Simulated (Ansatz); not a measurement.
Reaction (substitution at a C–C bond): `CCCCCCCCCCC` + `COC(=O)O` → `CCCOC(=O)OC` + `CCCCCCCC`

Computed with Ansatz on PBE0-D4/def2-TZVP structures; ΔE is electronic, products minus reactants. CBS: MP2 limit from def2 TZ/QZ plus the TZ coupled-cluster correction, frozen cores. Functionals use def2-TZVPP. B3LYP here is the variant with VWN-RPA as its local correlation; programs differ in this. HSE06 is defined as in plane-wave codes. Each species was taken in one conformer, which may not be the lowest.

```json
{"level": "LDA (SPW92)", "ΔE (kJ/mol)": "29.6", "difference from CCSD(T)/CBS": "-0.8"}
{"level": "revPBE-D4", "ΔE (kJ/mol)": "30.7", "difference from CCSD(T)/CBS": "0.3"}
{"level": "BLYP-D4", "ΔE (kJ/mol)": "21.9", "difference from CCSD(T)/CBS": "-8.5"}
{"level": "r2SCAN-D4", "ΔE (kJ/mol)": "25.2", "difference from CCSD(T)/CBS": "-5.2"}
{"level": "B97M-V", "ΔE (kJ/mol)": "26.0", "difference from CCSD(T)/CBS": "-4.4"}
{"level": "PBE0-D4", "ΔE (kJ/mol)": "29.8", "difference from CCSD(T)/CBS": "-0.6"}
{"level": "B3LYP-D4", "ΔE (kJ/mol)": "23.2", "difference from CCSD(T)/CBS": "-7.2"}
{"level": "r2SCAN0-D4", "ΔE (kJ/mol)": "27.9", "difference from CCSD(T)/CBS": "-2.5"}
{"level": "HSE06-D4", "ΔE (kJ/mol)": "29.5", "difference from CCSD(T)/CBS": "-0.9"}
{"level": "BHLYP-D4", "ΔE (kJ/mol)": "23.0", "difference from CCSD(T)/CBS": "-7.4"}
{"level": "CAM-B3LYP-D4", "ΔE (kJ/mol)": "22.0", "difference from CCSD(T)/CBS": "-8.4"}
{"level": "ωB97X-V", "ΔE (kJ/mol)": "25.5", "difference from CCSD(T)/CBS": "-4.9"}
{"level": "ωB97M-V", "ΔE (kJ/mol)": "28.7", "difference from CCSD(T)/CBS": "-1.7"}
{"level": "B2PLYP", "ΔE (kJ/mol)": "21.4", "difference from CCSD(T)/CBS": "-9.0"}
{"level": "PBE-QIDH", "ΔE (kJ/mol)": "30.1", "difference from CCSD(T)/CBS": "-0.3"}
{"level": "revPBE", "ΔE (kJ/mol)": "18.5", "difference from CCSD(T)/CBS": "-11.9"}
{"level": "BLYP", "ΔE (kJ/mol)": "11.3", "difference from CCSD(T)/CBS": "-19.1"}
{"level": "r2SCAN", "ΔE (kJ/mol)": "22.8", "difference from CCSD(T)/CBS": "-7.6"}
{"level": "PBE0", "ΔE (kJ/mol)": "24.6", "difference from CCSD(T)/CBS": "-5.8"}
{"level": "B3LYP", "ΔE (kJ/mol)": "14.8", "difference from CCSD(T)/CBS": "-15.6"}
{"level": "r2SCANh", "ΔE (kJ/mol)": "23.9", "difference from CCSD(T)/CBS": "-6.5"}
{"level": "r2SCAN0", "ΔE (kJ/mol)": "25.3", "difference from CCSD(T)/CBS": "-5.1"}
{"level": "HSE06", "ΔE (kJ/mol)": "24.6", "difference from CCSD(T)/CBS": "-5.8"}
{"level": "BHLYP", "ΔE (kJ/mol)": "16.5", "difference from CCSD(T)/CBS": "-13.9"}
{"level": "RPA@PBE/def2-TZVPP", "ΔE (kJ/mol)": "25.6", "difference from CCSD(T)/CBS": "-4.8"}
{"level": "HF/def2-SVP", "ΔE (kJ/mol)": "11.1", "difference from CCSD(T)/CBS": "-19.3"}
{"level": "MP2/def2-SVP", "ΔE (kJ/mol)": "34.9", "difference from CCSD(T)/CBS": "4.5"}
{"level": "CCSD/def2-SVP", "ΔE (kJ/mol)": "27.3", "difference from CCSD(T)/CBS": "-3.1"}
{"level": "CCSD(T)/def2-SVP", "ΔE (kJ/mol)": "28.0", "difference from CCSD(T)/CBS": "-2.4"}
{"level": "HF/def2-TZVPP", "ΔE (kJ/mol)": "11.3", "difference from CCSD(T)/CBS": "-19.1"}
{"level": "MP2/def2-TZVPP", "ΔE (kJ/mol)": "35.7", "difference from CCSD(T)/CBS": "5.3"}
{"level": "SCS-MP2/def2-TZVPP", "ΔE (kJ/mol)": "29.2", "difference from CCSD(T)/CBS": "-1.2"}
{"level": "CCSD/def2-TZVPP", "ΔE (kJ/mol)": "28.4", "difference from CCSD(T)/CBS": "-2.0"}
{"level": "CCSD(T)/def2-TZVPP", "ΔE (kJ/mol)": "29.6", "difference from CCSD(T)/CBS": "-0.8"}
{"level": "HF/def2-QZVPP", "ΔE (kJ/mol)": "10.9", "difference from CCSD(T)/CBS": "-19.5"}
{"level": "MP2/def2-QZVPP", "ΔE (kJ/mol)": "36.1", "difference from CCSD(T)/CBS": "5.7"}
{"level": "SCS-MP2/def2-QZVPP", "ΔE (kJ/mol)": "29.7", "difference from CCSD(T)/CBS": "-0.7"}
{"level": "HF/CBS(def2)", "ΔE (kJ/mol)": "10.9", "difference from CCSD(T)/CBS": "-19.5"}
{"level": "MP2/CBS(def2)", "ΔE (kJ/mol)": "36.5", "difference from CCSD(T)/CBS": "6.1"}
{"level": "CCSD/CBS(def2)", "ΔE (kJ/mol)": "29.2", "difference from CCSD(T)/CBS": "-1.2"}
{"level": "CCSD(T)/CBS", "ΔE (kJ/mol)": "30.4", "difference from CCSD(T)/CBS": "0"}
```

Largest T1 diagnostic among the species: 0.014.

The D4 term adds +8.3 kJ/mol with B3LYP and +5.2 kJ/mol with PBE0; it sums over pairs of atoms, weighted by their polarisabilities, and B3LYP, whose exchange is more repulsive, gets the larger term. Leaving LDA and LC-ωPBE aside and taking each functional with its dispersion term where it has one, the values spread over 9.3 kJ/mol, from B2PLYP to revPBE-D4. LDA lies +7.5 kJ/mol from PBE without D4. In def2-TZVPP, CCSD(T) changes the Hartree–Fock value by +18.3 kJ/mol (the triples alone add +1.2 kJ/mol) and MP2 by +24.4 kJ/mol.
